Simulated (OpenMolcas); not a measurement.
## Ionisation energies of thallium

```yaml
Program: OpenMolcas 26.06
Basis: ANO-RCC-VTZP [8s7p5d3f2g]
Scalar_Hamiltonian: DKH2, point nucleus
Spin-orbit_coupling: state interaction with AMFI integrals over the reference wave functions, term energies averaged over their components
```

Active shells in each charge state: the valence s, p shells, with orbitals averaged over the low states. Where CASPT2's correlated closed shells are named, they are those of the first ion.

A. CASSCF
B. SS-CASPT2, IPEA 0.25 Eh, imaginary shift 0.1 Eh (closed shells correlated: 5d)
C. SS-CASPT2, IPEA 0.25 Eh, imaginary shift 0.1 Eh (closed shells correlated: 4f 5s 5p 5d)
D. SS-CASPT2, IPEA 0.25 Eh, imaginary shift 0.1 Eh (closed shells correlated: none)
E. SS-CASPT2, IPEA 0 Eh, imaginary shift 0.1 Eh (closed shells correlated: 5d)

Energies in eV between the lowest computed levels (charge -1 gives the electron affinity), named as in B; reference values from the NIST Atomic Spectra Database with their kind.

```json
{"From": "Tl- 6s² 6p² ³P₀", "To": "Tl 6s² 6p ²P°_1/2", "A": "-0.451", "B": "0.019", "C": "0.029", "D": "-0.128", "E": "0.092", "Spin-orbit share in B": "+0.021", "Reference": ""}
{"From": "Tl 6s² 6p ²P°_1/2", "To": "Tl+ 6s² ¹S₀", "A": "5.118", "B": "5.972", "C": "6.017", "D": "5.605", "E": "6.058", "Spin-orbit share in B": "+0.595", "Reference": "6.108 (measured)"}
{"From": "Tl+ 6s² ¹S₀", "To": "Tl2+ 6s ²S_1/2", "A": "19.026", "B": "20.120", "C": "20.264", "D": "19.084", "E": "20.123", "Spin-orbit share in B": "+0.000", "Reference": "20.428 (measured)"}
{"From": "Tl2+ 6s ²S_1/2", "To": "Tl3+ 5d¹⁰ ¹S₀", "A": "28.127", "B": "29.682", "C": "29.920", "D": "28.127", "E": "29.758", "Spin-orbit share in B": "+0.000", "Reference": "29.852 (measured)"}
```

Error against the reference values, in %:

```csv
From,Reference,A,B,C,D,E
Tl,measured,-16.2,-2.2,-1.5,-8.2,-0.8
Tl+,measured,-6.9,-1.5,-0.8,-6.6,-1.5
Tl2+,measured,-5.8,-0.6,+0.2,-5.8,-0.3
```

Mean absolute error over the 3 measured values: A 1.37 eV, B 0.20 eV, C 0.11 eV, D 1.19 eV, E 0.15 eV. C lies closest.

No diffuse functions were added, so the electron affinity comes out too small, and without dynamic correlation a bound anion can come out unbound.

° marks odd parity.
